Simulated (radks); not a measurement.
Values are calculated unless marked as measured or tabulated.
The krypton ion Kr+, 35 electrons, occupied as [Ar] 3d10 4s2 4p5. Level of theory: Dirac Kohn-Sham, BLYP, spin-unpolarised, spherical densities, point nucleus; open shells fill j = l - 1/2 first (a radial shooting solver on a logarithmic mesh with Libxc functionals). Some entries of the table are withheld. Estimate them.

| orbital | occ. | eigenvalue (eV) | r(max) (bohr) | <1/r> (bohr^-1) |
|---|---|---|---|---|
| 1s1/2 | 2 | -14168.61 | 0.02707 | (1) |
| 2s1/2 | 2 | -1875.729 | 0.1543 | 8.228 |
| 2p1/2 | 2 | -1696.519 | 0.1211 | 8.198 |
| 2p3/2 | 4 | -1642.648 | 0.1244 | 7.913 |
| 3s1/2 | 2 | -275.3316 | (2) | 2.714 |
| 3p1/2 | 2 | -212.0782 | (3) | 2.599 |
| 3p3/2 | 4 | -204.1495 | (4) | 2.531 |
| 3d3/2 | 4 | -93.8497 | 0.4092 | 2.283 |
| 3d5/2 | 6 | -92.5449 | 0.4119 | 2.265 |
| 4s1/2 | 2 | (5) | 1.325 | (6) |
| 4p1/2 | 2 | -19.8409 | 1.495 | 0.7333 |
| 4p3/2 | 3 | -19.1172 | 1.525 | 0.7160 |

Answer. 
(1) 1s1/2 <1/r> (bohr^-1): 36.77
(2) 3s1/2 r(max) (bohr): 0.4670
(3) 3p1/2 r(max) (bohr): 0.4572
(4) 3p3/2 r(max) (bohr): 0.4660
(5) 4s1/2 eigenvalue (eV): -33.8039
(6) 4s1/2 <1/r> (bohr^-1): 0.8715
